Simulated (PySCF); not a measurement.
A set of runs on Si(CF3)H3, `[H][Si]([H])([H])C(F)(F)F`; the geometry of each is named by its level. Settings lines and outputs come from a driver script.

Compound: Si(CF3)H3, CH₃F₃Si.
Bonds: Si1–C2, C2–F3, C2–F4, C2–F5. Hydrogens: H6, H7, H8 on Si1.

Step 1: PBE0-D3(BJ)/def2-SVP geometry optimisation, gas phase (PySCF 2.14.0) (from the GFN2-xTB geometry)
```json
{"job": {"xc": "PBE0", "basis": "def2-SVP", "d3": "d3bj", "grid": 1, "maxiter": 40, "kind": "geom"}, "charge": 0, "multiplicity": 1}
```
```
step   0  E = -628.12033181  max force = 0.024728
step   1  E = -628.12261224  max force = 0.003513
step   2  E = -628.12274700  max force = 0.001544
step   3  E = -628.12276952  max force = 0.000345
step   4  E = -628.12279469  max force = 0.001098
step   5  E = -628.12282553  max force = 0.001846
step   6  E = -628.12283702  max force = 0.000816
step   7  E = -628.12284042  max force = 0.000076
optimisation converged
```

Final energy -628.12284 Eh after 7 steps; dipole 1.94 D. Energies in Eh; «max force» is the largest Cartesian gradient component in Eh/bohr.

Hardware: x86-64 server, one thread, on a shared host. Cost: 23 s of wall time.

Step 2: TDDFT wB97X-D/def2-SVPD, vertical, gas phase, core orbitals frozen in the response (PySCF 2.14.0, density-fitted response routines) (on the PBE0-D3(BJ)/def2-SVP geometry)
```json
{"job": {"kind": "uv", "xc": "wB97X-D", "basis": "def2-SVPD", "ip": false, "nstates": 10}, "charge": 0, "multiplicity": 1}
```
```
...
Static polarisability (au): isotropic 43.735, principal 42.317 42.326 46.563
Singlet excitations
state   eV       nm        f      main configurations
  1   9.0603    136.8   0.00081   H-1->L 0.66, H->L+2 0.27
  2   9.0644    136.8   0.00092   H-2->L 0.67, H->L+3 0.26
  3   9.1395    135.7   0.05037   H->L 0.92
  4   9.3905    132.0   0.00750   H->L+2 0.65, H-1->L 0.23
  5   9.3980    131.9   0.00738   H->L+3 0.66, H-2->L 0.22
  6   9.6210    128.9   0.00000   H-1->L+3 0.48, H-2->L+2 0.48
  7   9.7798    126.8   0.22260   H->L+1 0.88
  8  10.0004    124.0   0.17461   H-1->L+1 0.88
  9  10.0013    124.0   0.17263   H-2->L+1 0.88
 10  10.4683    118.4   0.19981   H-1->L+2 0.67, H->L+5 0.12
Triplet excitations (Tamm-Dancoff, eV): 8.2555 8.5870 8.5966 8.6338
```

HOMO -11.66 eV, LUMO 1.80 eV; lowest singlet 9.06 eV; lowest triplet 8.26 eV (Tamm–Dancoff); mean polarisability 43.7 au.

The run took 11 s on x86-64 server, one thread, no GPU, shared host.

Step 3: delta-SCF UKS SCAN, pcX-2 on the ionised atom, pcseg-1 elsewhere, spin-free X2C (PySCF 2.14.0) (on the PBE0-D3(BJ)/def2-SVP geometry)
```json
{"job": {"kind": "xps", "metal_2p": true}, "charge": 0, "multiplicity": 1}
```
```
...
ground state, core basis on atom 0 (Si), 131 functions
  E(ground) = -629.67512411 Eh
hole in Si 1s of atom 0
  E(ion) = -561.77962867 Eh   <S^2> = 0.7526   hole on atom = 1.000   binding energy = 1847.531 eV
hole in Si 2p of atom 0
  E(ion) = -625.70480705 Eh   <S^2> = 0.7527   hole on atom = 1.002   binding energy = 108.038 eV
  2p3/2 = 107.814 eV   2p1/2 = 108.437 eV
ground state, core basis on atom 1 (C), 120 functions
  E(ground) = -629.63604548 Eh
hole in C 1s of atom 1
  E(ion) = -618.69632358 Eh   <S^2> = 0.7708   hole on atom = 1.000   binding energy = 297.685 eV
ground state, core basis on atom 2 (F), 120 functions
  E(ground) = -629.67094160 Eh
hole in F 1s of atom 2
  E(ion) = -604.17074953 Eh   <S^2> = 0.7572   hole on atom = 1.000   binding energy = 693.896 eV
```

Si1s of Si1 1847.53 eV; Si2p of Si1 108.02 eV (mean of the 2p shell); C1s of C2 297.68 eV; F1s of F3 693.90 eV; one atom stands for each set of equivalent ones. SCF cycles are left out; they run on a coarse grid, and E(ground) and E(ion) are re-evaluated on a finer one. For a 2p shell the printed binding energy is that of one 2p hole without spin–orbit coupling; the 2p3/2 and 2p1/2 values follow from a further step that adds the ground-state splitting of the three 2p orbitals and a mean-field spin–orbit operator, and the shell mean corrects the one hole to the average of the three. The log counts atoms from 0, this text from 1.

Hardware: one thread of an x86-64 server, shared host. Cost: 16 s.

Geometry of the electronic-property runs (PBE0-D3(BJ)/def2-SVP):
```
atom  x, y, z in Å
Si1    0.0077    0.0115   -0.9823
C2    -0.0043   -0.0111    0.9506
F3    -1.2566   -0.0013    1.4301
F4     0.6266    1.0542    1.4648
F5     0.6002   -1.1037    1.4391
H6     1.4260   -0.0341   -1.4300
H7    -0.6556    1.2690   -1.4221
H8    -0.7440   -1.1846   -1.4502
```


Note: wB97X-D ran without an empirical dispersion term, which enters the total energy and its gradient alone.
